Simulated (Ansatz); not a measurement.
Cost and result for the atomization energy of ClGeH₂O₂ (`[OH][Ge]([OH])[Cl]`) radical (6 atoms, 5 bonds).

The species carries charge 0 and has multiplicity 2. Correlated methods include outer-core shells of Ge, which these sets cover unevenly. Scalar relativity is left out up to krypton. The geometry is a stationary point of PBE0-D4/def2-TZVP. It is one conformer, not always the lowest. Program: Ansatz. Hardware: A = 2 threads of an AMD EPYC 7R13 on a shared host; B = 2 threads of an AMD EPYC 7R13 on a shared host and a share of an NVIDIA H100 80 GB. Times are those of one run each, without the atoms' runs, and a repeat can differ threefold. Electronic energies, without spin–orbit coupling; frozen cores. CCSD(T)/CBS adds CCSD(T) − MP2 in def2-TZVPP to the MP2 limit, and its time is that of the two runs behind it. T1 = 0.014; ⟨S²⟩ of the reference is 0.76. With those shells the extrapolation isn't a true limit. B3LYP takes the VWN-RPA correlation (the form of Gaussian; ORCA's B3LYP/G).

CCSD(T)/CBS is a level of theory with its own doubt, some kJ/mol a heavy atom from the limit and from the frozen cores, so smaller differences don't rank the functionals.

| level | functions | wall time | atomization (kJ/mol) | difference from CCSD(T)/CBS | per bond |
| --- | --- | --- | --- | --- | --- |
| PBE-D4/def2-TZVPP (with forces) [A] | 180 | 3.1 s | 2039.5 | 54.6 | 10.9 |
| PBE0-D4/def2-TZVPP [A] | 180 | 5.5 s | 1959.4 | -25.5 | -5.1 |
| B3LYP-D4/def2-TZVPP (with forces) [A] | 180 | 6 s | 1956.4 | -28.5 | -5.7 |
| r2SCAN-D4/def2-TZVPP (with forces) [A] | 180 | 6.5 s | 2003.1 | 18.2 | 3.6 |
| B2PLYP/def2-TZVPP [A] | 180 | 7 s | 1949.3 | -35.6 | -7.1 |
| MP2/def2-QZVPP [B] | 333 | 8.5 s | 2041.5 | 56.6 | 11.3 |
| CCSD(T)/def2-TZVPP [B] | 180 | 9.5 s | 1923.9 | -61.0 | -12.2 |
| ωB97X-V/def2-TZVPP [A] | 180 | 11 s | 1983.5 | -1.4 | -0.3 |
| ωB97M-V/def2-TZVPP (with forces) [A] | 180 | 14 s | 1977.5 | -7.4 | -1.5 |
| CCSD(T)/CBS(def2) | – | 18 s | 1984.9 | 0.0 | 0.0 |

The D4 term adds +21.0 kJ/mol with B3LYP and +10.8 kJ/mol with PBE0; it sums over pairs of atoms, weighted by their polarisabilities, and B3LYP, whose exchange is more repulsive, gets the larger term. In def2-TZVPP, CCSD(T) changes the Hartree–Fock value by +640.2 kJ/mol (the triples alone add +47.7 kJ/mol) and MP2 by +721.5 kJ/mol; breaking electron pairs costs correlation energy, which Hartree–Fock lacks. From PBE to PBE0 (25 % exact exchange), in def2-TZVPP and without D4, the atomization energy moves by −78.0 kJ/mol: exact exchange takes away binding that semilocal exchange gives to molecules.
